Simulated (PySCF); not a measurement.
Computed with B3LYP-D3(BJ)/def2-TZVP // PBE0-D4/def2-TZVP (PySCF). Isolated molecules, 0 K electronic values unless said otherwise. B3LYP has the VWN-RPA correlation part, as in Gaussian. 

Reference species (SMILES): `F[B]Br` (neutral, multiplicity 2).

```yaml
dipole_moment: 0.11 D
```

Changed species: `[B](F)F` (radical fragment; the reference has radical fragment).

Problem. What does the change do to the dipole moment?

Solution. the dipole moment rises by 0.18 D, to 0.29 D.
